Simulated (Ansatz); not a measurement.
Reaction (formal exchange of groups at a Ge–C bond): `[SiH3][CH2][GeH2][PH2]` + BH₃ → `[BH2][GeH2][PH2]` + `C[SiH3]`

Gas-phase electronic energies from Ansatz, PBE0-D4/def2-TZVP geometries. CBS: MP2 limit from def2 TZ/QZ plus the TZ coupled-cluster correction, frozen cores. This one scheme is used for every species. Functionals use def2-TZVPP. For Ge outer-core shells are correlated without core-valence functions, which leaves a few kJ/mol of doubt a bond. Scalar relativity is left out up to krypton. One conformer a species, not always the lowest.

```json
{"level": "r2SCAN0-D4", "ΔE (kcal/mol)": "-1.9"}
{"level": "CAM-B3LYP-D4", "ΔE (kcal/mol)": "-1.2"}
{"level": "r2SCAN", "ΔE (kcal/mol)": "-2.9"}
{"level": "HF/def2-SVP", "ΔE (kcal/mol)": "-1.0"}
{"level": "SCS-MP2/def2-TZVPP", "ΔE (kcal/mol)": "1.2"}
{"level": "CCSD/def2-TZVPP", "ΔE (kcal/mol)": "-0.4"}
{"level": "CCSD(T)/def2-TZVPP", "ΔE (kcal/mol)": "-0.1"}
{"level": "SCS-MP2/def2-QZVPP", "ΔE (kcal/mol)": "1.1"}
```

Q: What does CCSD(T)/CBS give? (Estimate.)

A: The calculation gave: -0.4 kcal/mol. The listed levels differ from it by -1.5, -0.8, -2.5, -0.6, 1.6, 0.0, 0.3, 1.5 kcal/mol.

Largest T1 diagnostic among the species: 0.013.

From PBE to PBE0 (25 % exact exchange), in def2-TZVPP and without D4, ΔE moves by +1.2 kcal/mol. Leaving LDA and LC-ωPBE aside and taking each functional with its dispersion term where it has one, the values, not all of them listed here, spread over 3.2 kcal/mol, from PBE-D4 to BHLYP-D4. The D4 term adds +1.8 kcal/mol with B3LYP and +1.1 kcal/mol with PBE0; it sums over pairs of atoms, weighted by their polarisabilities, and B3LYP, whose exchange is more repulsive, gets the larger term.

B3LYP here is the variant with VWN-RPA as its local correlation; programs differ in this.
